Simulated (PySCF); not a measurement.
**Computed structure and properties of Y(SH)3(H2O)**

System: Y(SH)3(H2O) (singlet); start: template (C1). Method: PySCF 2.14.0, RKS PBE0, Y def2-SVP with ECP28, S def2-SVP, H def2-SVP, O def2-SVP; non-relativistic Hamiltonian with scalar-relativistic core potentials where named; density fitting; no spin-orbit coupling.

Input of the relaxation:

```python
mol = gto.M(atom='''
Y     -0.11982     0.12761    -0.13021
S      1.41598     1.66341     1.40559
H      2.13718     0.79241     2.12679
S     -1.65562    -1.40819     1.40559
H     -2.37682    -0.53719     2.12679
S      1.41598    -1.40819    -1.66601
H      1.07578    -2.66009    -1.32581
O     -1.50542     1.51321    -1.51581
H     -1.53172     2.48261    -1.54211
H     -2.16042     1.22521    -2.17081''',
    basis={'Y': 'def2-SVP', 'S': 'def2-SVP', 'H': 'def2-SVP', 'O': 'def2-SVP'},
    ecp={'Y': 'def2-SVP'},
    charge=0, spin=0)
mf = dft.RKS(mol, xc='PBE0')
mf.grids.atom_grid = (50, 194)
mf = mf.density_fit()  # fitting sets: Y def2-universal-JKFIT, S def2-universal-JKFIT, H def2-universal-JKFIT, O def2-universal-JKFIT
mf.conv_tol = 1e-08; mf.max_cycle = 55
mf.kernel(dm0)  # dm0: converged density of the start geometry
# quasi-Newton relaxation in Cartesian coordinates to a largest gradient under 0.00045 Eh/bohr, steps kept in the point group
```

Run from Python with OMP_NUM_THREADS=2; the lines above give its settings. Where DIIS fails, smearing, a level shift and second-order steps follow.
It took 5.4 min on 2 threads of Arm Neoverse V1, with other jobs on the host, from the converged density of the start.

Course of the relaxation:

```tsv
step	energy above end (eV)	largest force component within the symmetry (eV/Å)
0	0.4900	0.825
1	0.3435	0.515
2	0.2448	0.348
3	0.2165	0.329
4	0.1522	0.571
5	0.1228	0.319
6	0.1189	0.407
7	0.1058	0.215
44	-0.0001	0.113
45	-0.0001	0.077
46	-0.0001	0.065
47	-0.0001	0.036
48	0.0000	0.016
49	0.0000	0.020
```
(The steps between are left out.)

Relaxed geometry (C1):

```xyz
10

Y    -0.1299   -0.3045   -0.0145
S     0.6786    1.7731    1.3433
H     1.9504    1.7492    0.8841
S    -2.1071   -1.6031    0.9664
H    -2.2631   -0.6704    1.9365
S     1.4982   -1.6193   -1.4981
H     0.9016   -2.8050   -1.2361
O    -1.0983    1.4306   -1.2434
H    -0.8044    2.2115   -0.7373
H    -1.9309    1.6287   -1.6870
```

```
    contact      Å
 Y1–S2 (SH)  2.610
 Y1–S4 (SH)  2.561
 Y1–S6 (SH)  2.565
Y1–O8 (H2O)  2.336
```

On the finer grid (75, 302):

| Property | Result |
| --- | --- |
| HOMO | -7.05 eV |
| LUMO | -1.29 eV |
| Dipole about the centre of mass | 4.70 D |
| Set of Mulliken populations of Y1 outside the core potential | s 2.41, p 6.40, d 1.42, f 0.10 |
| D3(BJ) dispersion energy (not in the energies) | -0.264 eV |

| atom | Mulliken (e) | Löwdin (e) | spin (e) |
| --- | --- | --- | --- |
| Y1 | 0.67 | -0.39 | 0.00 |
| S2 | -0.44 | -0.03 | 0.00 |
| H3 | 0.12 | 0.02 | 0.00 |
| S4 | -0.37 | 0.02 | 0.00 |
| H5 | 0.11 | 0.02 | 0.00 |
| S6 | -0.38 | 0.02 | 0.00 |
| H7 | 0.11 | 0.02 | 0.00 |
| O8 | -0.27 | 0.05 | 0.00 |
| H9 | 0.24 | 0.12 | 0.00 |
| H10 | 0.23 | 0.13 | 0.00 |

No frequency check is given for this geometry.

Taking off one SH (charge -1, singlet; the rest: singlet) in vacuum, both parts rigid, costs 8.93 eV; the small basis without counterpoise inflates it. Most of it is the attraction of opposite charges; other ways to part are cheaper, and one spin state was tried for the rest.

Rigid scan of SH along the line from its metal:

| distance to S2 (Å) | energy (eV) |
| --- | --- |
| 2.31 | 0.549 |
| 2.41 | 0.211 |
| 2.51 | 0.044 |
| 2.61 | 0.000 |
| 2.71 | 0.044 |
| 2.81 | 0.151 |
| 3.01 | 0.482 |
| 3.31 | 1.108 |
| 3.71 | 1.954 |
| 4.21 | 2.854 |

Taking off one H2O (charge 0, singlet; the rest: singlet) in vacuum, both parts rigid, costs 1.53 eV; the small basis without counterpoise inflates it.

Rigid scan of H2O along the line from its metal:

| distance to O8 (Å) | energy (eV) |
| --- | --- |
| 2.04 | 0.473 |
| 2.14 | 0.178 |
| 2.24 | 0.038 |
| 2.34 | 0.000 |
| 2.44 | 0.026 |
| 2.54 | 0.091 |
| 2.74 | 0.273 |
| 3.04 | 0.560 |
| 3.44 | 0.861 |
| 3.94 | 1.103 |

One start shape was tried, so this needn't be the lowest isomer.
